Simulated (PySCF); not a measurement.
**Static response to an electric field**

Species: C7H12BP.
Geometry (PBE0-D3(BJ)/def2-SVP, Å), atoms numbered from 1 in this order:
```xyz
21
C7H12BP angstrom
B     -2.8749   -0.8612    0.9729
P     -1.8470   -0.4786   -0.5976
C     -1.1489    1.1754   -0.7153
C      0.1667    1.4133   -0.6855
C      1.2633    0.3892   -0.5927
C      1.9160    0.4825    0.7704
C      3.1867    0.8241    0.9809
C      0.8498   -1.0336   -0.8459
C     -0.3998   -1.5075   -0.8858
H     -2.0824   -0.6913    1.8883
H     -3.7906   -0.0506    0.9376
H     -3.2320   -2.0215    0.8226
H     -2.5860   -0.6105   -1.8052
H     -1.8590    2.0077   -0.7394
H      0.5139    2.4527   -0.6888
H      2.0355    0.6538   -1.3383
H      1.2574    0.2435    1.6140
H      3.5991    0.8741    1.9917
H      3.8611    1.0660    0.1528
H      1.6826   -1.7352   -0.9673
H     -0.5792   -2.5764   -1.0368
```

Level: PBE0/def2-SVPD (PySCF), static field, nuclei fixed, core orbitals frozen in the response. The polarisability tensor in these axes (au):

```
x   172.03  18.59   1.69
y    18.59 110.09   0.67
z     1.69   0.67 102.59
```

**Question.** Give the principal values, the mean and the anisotropy Δα = √{½[(α1 − α2)² + (α2 − α3)² + (α1 − α3)²]}.

**Answer.** Principal values 102.53, 104.95 and 177.23 au; mean 128.24 au = 19.00 Å³ = 21.14 × 10⁻⁴⁰ C²·m²/J; Δα = 73.51 au (57 % of the mean).

**Question.** What is the dipole moment, and where does it point?

**Answer.** (4.17, 1.36, -3.27) D, 5.47 D in size, pointing from the negative to the positive side. Measured along this direction, the outermost atoms are H11 and H12 at the negative end and H19 at the positive end.

**Question.** Directions of the eigenvectors, and the extent of the frame along each?

**Answer.** Largest value along (0.96, 0.27, 0.02), where the nuclei span 7.65 Å; middle along (-0.27, 0.96, 0.08), 4.77 Å; least along (0.00, -0.08, 1.00), 3.69 Å. The response follows the extents in order.

**Question.** Form Σ f/ω² (atomic units) for the 10 lowest TDDFT singlets, given as eV and f, and set it beside the mean polarisability, which is this sum over all singlets: 5.16, 0.0005; 5.75, 0.0118; 5.88, 0.0432; 5.91, 0.0004; 6.09, 0.5286; 6.11, 0.0010; 6.29, 0.0120; 6.37, 0.0023; 6.72, 0.0143; 6.72, 0.0757.

**Answer.** They add up to 13.53 au, 10.6 % of the 128.24 au; the largest single term is 10.56 au, from the state at 6.09 eV. Terms in order: 0.02, 0.27, 0.92, 0.01, 10.56, 0.02, 0.22, 0.04, 0.24, 1.24 au. Higher excitations give the rest. The strengths listed sum to 0.690.

**Question.** Estimate the molar refractivity from the static electronic polarisability.

**Answer.** Lorentz–Lorenz: R = (4π/3)N_A α = 2.5225 cm³/(mol·Å³) × 19.00 Å³ = 47.9 cm³/mol, in the limit of long wavelengths.

**Question.** Orientational against electronic polarisability at 298 K (dilute gas, rigid molecules)?

**Answer.** In Gaussian units μ²/3kT = 242.81 Å³ against 19.00 Å³, a ratio of 12.78; the Debye molar polarisation (4π/3)N_A(α + μ²/3kT) is 660.4 cm³/mol, leaving out the vibrational part.

One conformer (not necessarily the lowest) at the PBE0-D3(BJ)/def2-SVP geometry, without solvent, vibrations or thermal averaging.
